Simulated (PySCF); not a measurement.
Si(F)(NH2) (FH2NSi), SMILES F[Si]N (connectivity only; charge and spin as stated), neutral, multiplicity 1. Atoms are numbered in the order given.

```xyz
5

Si     0.6264    -0.0978     0.0000
F     -0.5336    -1.2317     0.0000
N     -0.3705     1.2817     0.0000
H     -1.3808     1.2668     0.0000
H      0.0070     2.2165     0.0000
```

Coordinates come from a PBE0-D3(BJ)/def2-TZVP optimisation. The values are those of a single conformer.

Method: TDA-CAM-B3LYP/def2-SVPD in PySCF.

Vertical excitations. Isolated molecule, no solvent. State labels are in the subgroup Cs.

Computed excitation energies, oscillator strengths and character:
```tsv
state	symmetry	energy (eV)	λ (nm)	f	main pairs
S1	A"	5.59	222	0.184	HOMO→LUMO 95 %
S2	A'	6.74	184	0.041	HOMO→LUMO+1 51 %, HOMO−1→LUMO 42 %
S3	A'	7.24	171	0.264	HOMO→LUMO+2 79 %, HOMO−1→LUMO 14 %
S4	A'	7.44	167	0.283	HOMO→LUMO+1 46 %, HOMO−1→LUMO 39 %, HOMO→LUMO+2 10 %
S5	A"	7.58	164	0.051	HOMO−1→LUMO+1 96 %
S6	A"	8.13	153	0.031	HOMO−1→LUMO+2 88 %
S7	A'	8.14	152	0.354	HOMO→LUMO+3 90 %
S8	A'	8.94	139	0.062	HOMO→LUMO+5 89 %
S9	A'	9.12	136	0.031	HOMO→LUMO+4 95 %
S10	A"	9.18	135	0.021	HOMO−2→LUMO 92 %
T1	A"	3.19	388	0	HOMO→LUMO 99 %
T2	A'	5.23	237	0	HOMO→LUMO+2 56 %, HOMO→LUMO+1 34 %
T3	A'	5.38	231	0	HOMO−1→LUMO 96 %
T4	A'	6.52	190	0	HOMO→LUMO+1 52 %, HOMO→LUMO+2 33 %, HOMO→LUMO+5 9 %
```
Triplets are in the Tamm–Dancoff approximation.
